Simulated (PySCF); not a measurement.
# How methods differ on the excitation energy of O

O [He] 2s2 2p4 (3P) → O [He] 2s1 2p5 (3P), as a difference of total energies. All numbers are calculated (PySCF 2.14, scalar relativity by spin-free X2C-1e, in aug-cc-pVDZ-DK (4s3p2d, 23 functions)). Correlated levels: valence: 1s2 frozen. The calculations carry no spin-orbit coupling.

```json
{"method": "UHF", "excitation energy (eV)": "17.003"}
{"method": "MP2 (valence)", "excitation energy (eV)": "16.123"}
{"method": "SCS-MP2 (valence)", "excitation energy (eV)": "16.034"}
{"method": "CCSD (valence)", "excitation energy (eV)": "15.588"}
{"method": "CCSD(T) (valence)", "excitation energy (eV)": "15.258"}
```

Q: How much does correlation contribute at CCSD(T) (valence)?

A: 15.258 − (17.003) = -1.745 eV, measured against UHF.

The upper state lies above the first ionisation limit, where it may autoionise and the basis confines it.

The coupled-cluster amplitudes are large for the upper state (T1 above 0.03 or a double amplitude above 0.15), so a single reference is strained.
